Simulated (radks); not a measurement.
Removal energies from the thallium ion Tl13+, [Xe] 4f14, by Delta-SCF beside the eigenvalue of the level emptied. All-electron calculation, Dirac Kohn-Sham, BLYP, spin-unpolarised, spherical densities, finite nucleus; Fermi nuclear charge, rms radius of each element as measured or else 0.836 A^(1/3) + 0.57 fm. Program: a radial shooting solver on a logarithmic mesh with Libxc functionals. Sub-shells are occupied by j as written (lower j first in brackets).

| removed from | final configuration | Delta-SCF (eV) | -eigenvalue (eV) |
|---|---|---|---|
| 5p3/2 | [Kr] 4d10 4f14 5s2 5p(1/2: 2, 3/2: 3) | 306.24 | 294.34 |
| 5p1/2 | [Kr] 4d10 4f14 5s2 5p(1/2: 1, 3/2: 4) | 331.68 | 319.00 |
| 4f7/2 | [Xe] 4f(5/2: 6, 7/2: 7) | 374.54 | 354.23 |
| 4f5/2 | [Xe] 4f(5/2: 5, 7/2: 8) | 379.42 | 358.95 |
